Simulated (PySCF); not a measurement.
## Spinor energies of Pm²³⁺ (promethium, charge +23)

Start: [Kr] 4d2; 4d3/2 filled at m_j = +1/2, +3/2. Calculated with PySCF 2.14 in an even-tempered Gaussian basis (17 s from 1.7 bohr⁻², ratio 2.8; 14 p from 2.2 bohr⁻², ratio 2.8; 9 d from 2.2 bohr⁻², ratio 2.8; 4 f from 8 bohr⁻², ratio 3): generalised Hartree-Fock with the X2C-1e Hamiltonian and a Gaussian nucleus; spin-orbit coupling (SO) screened by Boettger's factors.

```
spinor shell  electrons  ε, screened SO (eV)  weight of nominal j (screened SO)  rms radius, screened SO (bohr)
       1s1/2          2             -46093.4                              1.000                          0.0264
       2s1/2          2              -8188.0                              1.000                           0.107
       2p1/2          2              -7777.2                              1.000                          0.0918
       2p3/2          4              -7210.8                              1.000                          0.0979
       3s1/2          2              -2350.1                              1.000                           0.276
       3p1/2          2              -2174.5                              1.000                           0.267
       3d3/2          4              -1755.5                              1.000                           0.250
       3d5/2          6              -1727.7                              1.000                           0.254
       4s1/2          2              -947.56                              1.000                           0.586
       4p1/2          2              -874.62                              0.994                           0.598
       4p3/2          4              -836.26                              0.997                           0.622
       4d3/2          2              -729.72                              0.986                           0.625
```

Q: Where does 3p3/2 lie, and what is the 3p spin-orbit splitting (screened SO)?

A: At -2055.9 eV, 118.65 eV above 3p1/2.

```json
{"quantity": "E (hartree)", "screened SO": "-9787.40336"}
{"quantity": "M_J", "screened SO": "2"}
{"quantity": "⟨J²⟩", "screened SO": "6.090"}
{"quantity": "⟨L²⟩", "screened SO": "10.601"}
{"quantity": "⟨S²⟩", "screened SO": "1.616"}
```

Each row is a mean over spinors that exchange with the open shell spreads, by up to 12.581 eV (4p1/2).

⟨J²⟩ departs a little from M_J(M_J + 1) because the unrestricted spinors polarise the closed shells.

Breit and QED terms are absent; they matter most for the inner s and p1/2 levels.

Densities and radii are taken from the X2C orbitals without a picture-change correction, which distorts them close to the nucleus.
